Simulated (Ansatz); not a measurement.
A nudged elastic band was laid between two geometries of ClH4NOZn (8 atoms, charge 0, multiplicity 1).

These are results of Ansatz 0.2.0, RKS PBE0-D4/def2-SVP, not measurements.

- movable images: 7
- climbing image: yes
- spring: 5.0 eV/Å²
- optimiser: quadratic models (default)
- start path: through a guess of the saddle point
- force threshold: 0.05 eV/Å
- iteration limit: 60
- end points: relaxed

Image 0:

```xyz
8
Properties=species:S:1:pos:R:3
Zn 0.135 0.018 0.211
O -0.379 -0.063 1.949
H -1.288 -0.298 2.148
Cl -0.167 -0.128 -1.903
N 2.070 0.557 0.902
H 2.834 -0.098 0.744
H 2.416 1.489 0.681
H 1.811 0.528 1.893
```

Image 8:

```xyz
8
Properties=species:S:1:pos:R:3
Zn 0.670 0.075 -0.161
O -0.102 -0.326 1.809
H -0.827 0.148 2.230
Cl -0.623 -0.232 -1.820
N 2.127 0.626 0.915
H 2.943 0.015 0.891
H 2.487 1.563 0.735
H 0.758 0.136 2.026
```

Task: What changes between the two ends?

Result: Bonds broken: N5–H8. Bonds formed: O2–H8.

Task: Give the energies along the band, and the barrier.

Result: The forces met the threshold. The highest image is number 6 of 0 to 8, 14.5 kcal/mol above the first end and 2.7 kcal/mol above the last; the last end lies 11.8 kcal/mol above the first. A vibrational analysis at the climbing image gives one clearly imaginary mode, 884i cm⁻¹: a first-order saddle point. The orbitals stay closed-shell, which can raise the energy where a bond breaks towards radicals; this wasn't checked here.

```
image  path coordinate (Å)  energy (kcal/mol)  N5–H8 (Å)  O2–H8 (Å)
    0                 0.00                0.0       1.02       2.27
    1                 0.25                0.2       1.03       2.08
    2                 0.51                1.0       1.03       1.92
    3                 0.76                2.5       1.04       1.78
    4                 1.01                5.2       1.06       1.63
    5                 1.27               10.6       1.15       1.41
    6                 1.52               14.5       1.36       1.17
    7                 1.82               12.5       1.63       1.03
    8                 2.11               11.8       1.83       1.00
```

Task: What is the geometry of the highest image?

Result: 
```xyz
8
Properties=species:S:1:pos:R:3:forces:R:3
Zn 0.481 0.032 -0.130 0.00 0.00 -0.01
O -0.051 -0.239 1.777 -0.01 -0.03 0.01
H -0.759 0.132 2.310 0.00 0.01 -0.01
Cl -0.517 -0.196 -1.994 0.00 0.00 0.00
N 2.034 0.554 0.963 0.00 0.02 0.00
H 2.872 -0.026 0.965 0.00 0.00 0.00
H 2.347 1.523 0.924 0.00 -0.01 0.00
H 1.024 0.226 1.810 0.01 0.01 0.00
```

Task: What are the harmonic wavenumbers there?

Result: 884i, 100, 115, 296, 344, 348, 441, 525, 676, 692, 729, 793, 1477, 1547, 1874, 3557, 3644, 3930 cm⁻¹.

The band took 12 iterations and of the order of 8 core-minutes.

Run time: 4.1 min on 2 threads of Arm Neoverse V1 (shared host), peak memory 0.22 GiB.
